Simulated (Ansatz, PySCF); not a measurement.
Process, species as SMILES: OC=[OH+] -> O=C[OH2+]
Geometries: B3LYP-D3(BJ)/def2-TZVP minima from Ansatz (a first-principles code), one conformer each, not searched for the lowest.

Wanted: isomerisation energy (0 K, with B3LYP-D3(BJ) harmonic zero-point energies from PySCF), in eV. Cores are frozen in the correlated levels unless marked. No spin-orbit coupling. No relativistic terms. CBS marks a two-point X^-3 extrapolation of the correlation energy; Hartree-Fock from the larger set. The bracket is a focal-point correction in the basis named.

```csv
level,program,isomerisation energy (eV),minus last row
HF/STO-3G,Ansatz,0.61,-0.04
BLYP-D3(BJ)/def2-TZVPD,Ansatz + dftd3,0.53,-0.12
M06-L/def2-TZVPD,PySCF,0.67,0.02
PBE0-D3(BJ)/def2-TZVPD,Ansatz + dftd3,0.80,0.15
PBE0/def2-QZVPP,Ansatz,0.80,0.15
RI-MP2/cc-pVQZ,Ansatz,0.56,-0.09
"RI-MP2/CBS(cc-pVTZ,cc-pVQZ)+[CCSD(T)-MP2]/cc-pVTZ",Ansatz,0.65,0.00
```
